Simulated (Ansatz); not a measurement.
`[SiH3][CH](S)[SbH2]` + CH₃SH → `C[S][SbH2]` + `[SiH3]CS` at 700 K and 1 bar (ligand exchange at the Sb–C bond).

Calculated with Ansatz (gas phase, PBE0-D4/def2-TZVP geometries, no zero-point term in ΔE). CCSD(T)/CBS adds triple-zeta CCSD(T) − MP2 to the extrapolated MP2 energy (def2 sets, frozen cores). This one scheme is used for every species. Elements past krypton have def2 core potentials. For Sb outer-core shells are correlated without core-valence functions, which leaves a few kJ/mol of doubt a bond. One conformer a species, not always the lowest.

| species | CCSD(T)/CBS energy (Eh) | H − E (kJ/mol) | S (J/(mol·K)) |
| --- | --- | --- | --- |
| `[SiH3][CH](S)[SbH2]` | -969.10537 | 258.3 | 508.5 |
| CH₃SH | -438.22835 | 160.2 | 309.0 |
| `C[S][SbH2]` | -678.84952 | 198.4 | 427.7 |
| `[SiH3]CS` | -728.50660 | 225.1 | 403.3 |

H − E and S are ideal-gas, rigid-rotor, harmonic terms from PBE0-D4/def2-TZVP, for one conformer and one mirror image of each species. 1 Eh = 2625.50 kJ/mol, R = 8.31446 J/(mol·K).

Task: By hand: ΔE, ΔH, ΔS and ΔG.

Result: ΔE = (-678.84952) + (-728.50660) − (-969.10537) − (-438.22835) = -0.02240 Eh = -58.8 kJ/mol. Δ(H − E) = 198.4 + 225.1 − 258.3 − 160.2 = 5.0, so ΔH = -53.8 kJ/mol. ΔS = 427.7 + 403.3 − 508.5 − 309.0 = 13.5 J/(mol·K). ΔG = -53.8 − 700 × (13.5)/1000 = -63.2 kJ/mol.

Task: By hand: the equilibrium constant, and the temperature at which ΔG would vanish if ΔH and ΔS stayed fixed.

Result: log₁₀ K = −ΔG/(RT ln 10) = 4.7. ΔH and −TΔS have one sign here, so there is no such temperature.

The number of gas molecules stays the same, so ΔS is small and ΔH decides. A doubt of 5 kJ/mol in ΔE shifts log₁₀ K by 0.4 here. Other conformers and mirror images would add mixing entropy, several J/(mol·K) or more a flexible species. Modes under 60 cm⁻¹, often nearly free rotors, make the harmonic entropy too high. These are equilibria of isolated gas molecules and say nothing of rates. Largest T1 diagnostic: 0.013 (customary marks: 0.02 for closed shells, 0.045 for open ones).
